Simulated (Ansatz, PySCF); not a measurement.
Molecule: dichlorosilane, sum formula SiH₂Cl₂, net charge 0, singlet state. 
Structure (B3LYP-D3(BJ)/def2-TZVP (Ansatz, an electronic-structure program) minimum search):
```
Si
H 1 1.4701
H 1 1.4701 2 112.80
Cl 1 2.0521 2 108.47 3 120.19
Cl 1 2.0521 2 108.47 3 -120.19
```
Charge 0, spin multiplicity 1.

PBE beside other levels, property by property. Correlated levels leave the core frozen unless marked. Open shells are spin-unrestricted. No spin-orbit coupling. Non-relativistic. Basis-set limits of correlation are two-point, X^-3; Hartree-Fock from the larger set. The bracket is a focal-point correction in the basis named. Rows marked 298 K are enthalpies with B3LYP-D3(BJ) harmonic zero-point and thermal terms. Atomisation energies are electronic, to ground-state atoms; the column to compare with has the core term from cc-pwCVTZ added, other frozen-core levels have none. Frequencies are from Ansatz or PySCF. Anions need diffuse functions, of which def2-TZVPD holds fewer than the aug- sets. The coupled-cluster column (Ansatz) is a level with limits of its own: RI-MP2/CBS(aug-cc-pV(T+d)Z,aug-cc-pV(Q+d)Z)+[CCSD(T)-MP2]/aug-cc-pV(T+d)Z.

| property | SVWN5/def2-TZVPD (Ansatz) | CAM-B3LYP/def2-TZVPD (Ansatz) | RPA@PBE/cc-pV(Q+d)Z (Ansatz) | coupled cluster |
|---|---|---|---|---|
| H-Si bond dissociation enthalpy, 298 K, to Cl[SiH]Cl + H atom (kcal/mol) | 93.4 | 90.3 | 90.0 | 93.0 |
| deprotonation enthalpy (H-Si bond), 298 K, to Cl[SiH-]Cl + H+ (kcal/mol) | 339.3 | 349.6 | 356.4 | 351.8 |
| atomisation energy (kcal/mol) | 394.8 | 348.6 | 329.8 | 357.4 |
| Cl-Si bond dissociation enthalpy, 298 K, to [SiH2]Cl + Cl atom (kcal/mol) | 122.5 | 105.9 | 101.1 | 112.3 |

Problem. What does PBE/def2-TZVPD (Ansatz) give for each property, and on which side of coupled cluster does it fall?

Solution. 
- H-Si bond dissociation enthalpy, 298 K, to Cl[SiH]Cl + H atom: PBE lies 8.8 kcal/mol below coupled cluster; PBE gives 84.2 kcal/mol.
- deprotonation enthalpy (H-Si bond), 298 K, to Cl[SiH-]Cl + H+: PBE lies 6.2 kcal/mol below coupled cluster; PBE gives 345.6 kcal/mol.
- atomisation energy: PBE lies 6.7 kcal/mol below coupled cluster; PBE gives 350.7 kcal/mol.
- Cl-Si bond dissociation enthalpy, 298 K, to [SiH2]Cl + Cl atom: PBE lies 4.6 kcal/mol below coupled cluster; PBE gives 107.7 kcal/mol.
